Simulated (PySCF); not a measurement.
ScF3, SMILES [F][Sc]([F])[F]. Geometry: PBE-D3(BJ)/def2-SVP. The isomer is the one that the SMILES or the coordinates give; other isomers of the formula were not compared.

Computed equilibrium geometry at PBE-D3(BJ)/def2-SVP (PySCF confirms it by a frequency run) as a Z-matrix, and its point group:
point group D3h.
```
Sc
F 1 1.8323
F 1 1.8323 2 120.00
F 1 1.8323 2 120.00 3 180.00
```
